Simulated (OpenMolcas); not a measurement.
Er3+ with 8 ligands (fluoride) in square antiprismatic coordination (D4d), a polar angle of 61.9° against the regular 57.3°. A charge of +0.625 e stands 2.6 Å behind each ligand. Ligand basis ANO-RCC-VDZP.

```json
{
 "Program": "OpenMolcas 26.06",
 "Method": "CASSCF",
 "Basis": "ANO-RCC-VDZP [7s6p4d2f1g]",
 "Scalar Hamiltonian": "DKH2, point nucleus",
 "Active space": "11 electrons in 7 orbitals (4f)",
 "State averaging": "2S+1 = 4 odd, 35 roots (30 in the spin-orbit step); 2S+1 = 2 odd, 35 roots kept (CI in the orbitals of an earlier block)",
 "Spin-orbit coupling": "RASSI with atomic mean-field integrals over the reference wave functions"
}
```

All ligands move together. At R = 2.17 Å the width of the lowest J multiplet is 490 cm-1, and at R = 2.41 Å it is 334 cm-1.

Q: A third run gives 377 cm-1. What distance was it run at?

A: With a power law R^-n the two known points give n = -ln(334 / 490) / ln(2.41 / 2.17) = 3.65. Then R = 2.17 × (490 / 377)^(1/3.65) = 2.332 Å. The run was at 2.31 Å, so the estimate is off by +0.022 Å.

High states are left out of the spin-orbit mixing, which shifts the levels that they would mix with. Without dynamic correlation the ligand-field splitting of an f shell can come out too small, at times by half. No measured value stands beside these numbers; the geometry was imposed, not optimised, and the real ion may take another.
